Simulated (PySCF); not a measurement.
**Gas-phase thermal properties of SnH4**

Computed with PySCF (xtb for GFN2) and rigid-rotor harmonic-oscillator thermochemistry at 1 bar. All species are closed-shell singlets. Sn: scalar-relativistic def2 core potential, no spin-orbit coupling. The harmonic model lacks anharmonicity and excited electronic states, which grow with temperature; levels with a mode under 35 cm⁻¹ are left out.

```
level           point group   σ  ZPE (kJ/mol)  S°298 (J/mol/K)  Cp298 (J/mol/K)  S°1000 (J/mol/K)  H1000 − H298 (kJ/mol)
--------------  -----------  --  ------------  ---------------  ---------------  ----------------  ---------------------
GFN2-xTB                 Td  12          66.1            227.5             50.4             312.7                   52.3
PBE/def2-SVP             Td  12          65.4            229.4             51.5             315.4                   52.6
PBE0/def2-TZVP           Td  12          68.2            228.5             50.3             312.9                   51.7
```
σ: rotational symmetry number. Electronic degeneracy used: 1. Frequencies are unscaled.
